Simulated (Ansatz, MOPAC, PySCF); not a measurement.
Noncovalent pair: boric acid (SMILES OB(O)O) (first 7 atoms) with NH3 (SMILES N); geometry from B3LYP-D3(BJ)/def2-TZVP, rigid monomers moved along the line of their centres of mass till H7···N8 is 2.65 Å.
(charge 0, multiplicity 1):
```xyz
11

O     -0.00238    -0.57182    -1.19767
B     -0.15521    -0.19618     0.11024
O     -1.36115     0.38326     0.47840
O      0.87794    -0.41176     0.96647
H     -0.78684    -0.37711    -1.71828
H     -1.39826     0.62139     1.40848
H      0.69824    -0.11936     1.88130
N      0.52176     0.56619     4.43711
H      0.42248     1.55949     4.61664
H     -0.19150     0.08328     4.97259
H      1.42080     0.28293     4.81348
```

Monomers are frozen at their geometry in the pair; levels with a basis set take the counterpoise correction. Rows marked so take none.

Frozen-core correlation. Rows in 3-21G, 6-31G* carry no dispersion term and start afresh at each structure (6-31G* with six Cartesian d functions). MP2/6-31G* freezes PySCF's default core. The state reached by AM1 isn't checked.

Run with Ansatz (Gaussian orbitals); MOPAC for AM1 (differences of heats of formation); PySCF for 3-21G rows, 6-31G* rows, the dispersion terms. Each number belongs to the level named beside it.

Other levels give for the interaction energy: PBE/def2-TZVPPD -5.91; B3LYP/def2-TZVPPD -5.49; B3LYP-D3(BJ)/def2-TZVPPD -6.17; wB97M-V/def2-TZVPPD -6.10; CCSD(T)/aug-cc-pVDZ -5.92 kcal/mol.

What do these common cheap choices give for the same quantity: AM1, HF/3-21G (no counterpoise), HF/6-31G* (no counterpoise), BP86/6-31G* (no counterpoise), B3LYP/6-31G* (no counterpoise), M06-2X/6-31G* (no counterpoise), MP2/6-31G*, MP2/6-31G* (no counterpoise)?

AM1 -3.05; HF/3-21G (no counterpoise) -9.76; HF/6-31G* (no counterpoise) -7.28; BP86/6-31G* (no counterpoise) -7.51; B3LYP/6-31G* (no counterpoise) -7.84; M06-2X/6-31G* (no counterpoise) -7.94; MP2/6-31G* -7.13; MP2/6-31G* (no counterpoise) -8.32 kcal/mol. They span -9.76 to -3.05 kcal/mol.

Ansatz is a program for electronic structure.
